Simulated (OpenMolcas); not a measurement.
## Au3+: moving the ligands

Au3+ with 6 ligands (fluoride) in trigonal prismatic coordination (D3h) at 2.16 Å, a polar angle of 55.5° against the regular 49.1°. A charge of +0.5 e stands 3.2 Å behind each ligand. Ligand basis ANO-RCC-VDZP.

```yaml
Program: OpenMolcas 26.06
Method: CASSCF
Basis: ANO-RCC-VDZP [7s6p4d2f]
Scalar_Hamiltonian: DKH2, point nucleus
Active_space: 8 electrons in 5 orbitals (5d)
State_averaging: 2S+1 = 3 even, 10 roots; 2S+1 = 1 even, 15 roots
Spin-orbit_coupling: state interaction with AMFI integrals over the reference wave functions
```

Runs around this geometry, states (labels of D3, the rotations of D3h). Energies in cm-1 above the lowest state or level, χT in cm3 K/mol.

| R (Å) | Polar angle / regular | Ground state | First state of that spin | First gap with spin-orbit (degeneracies) | χT at 300 K | First state of another spin |
| --- | --- | --- | --- | --- | --- | --- |
| 2.05 | 1.13 | 3A2 | 3A2 8507 | 1569 (1, 2) | 0.608 | 1E 10733 |
| 2.16 | 1.13 | 3A2 | 3A2 6356 | 1459 (1, 2) | 0.728 | 1E 10791 |
| 2.21 | 1.13 | 3A2 | 3A2 5603 | 1388 (1, 2) | 0.793 | 1E 10791 |
| 2.16 | 1.243 | 3A2 | 3A2 4196 | 1470 (1, 2) | 0.749 | 1E 10766 |

Taking the first state of the same spin as R^-n, n = -ln(5603 / 8507) / ln(2.21 / 2.05) = 5.6 between the shortest and longest distance.

Without dynamic correlation the repulsion within the d shell is too large (B by tens of per cent), so at a given field states of lower spin stand too high. Real 4d8 and 5d8 ions are as a rule square planar and diamagnetic. With metal d orbitals alone the field can be off either way by tens of per cent. Ligand-to-metal charge-transfer states are missing. With no ligand orbital active B as a rule stays too high, so bands that hang on it stand too high and its fall with covalency is understated. The least metal-like active orbital is 78 % on the metal (Löwdin) and no ligand orbital is active, so the numbers are rough (holds for R = 2.05, ratio = 1.13; R = 2.16, ratio = 1.243). The least metal-like active orbital is 80 % on the metal (Löwdin) and no ligand orbital is active, so the numbers are rough (holds for R = 2.16, ratio = 1.13; R = 2.21, ratio = 1.13). No measured value stands beside these numbers; the geometry was imposed, not optimised, and the real ion may take another.
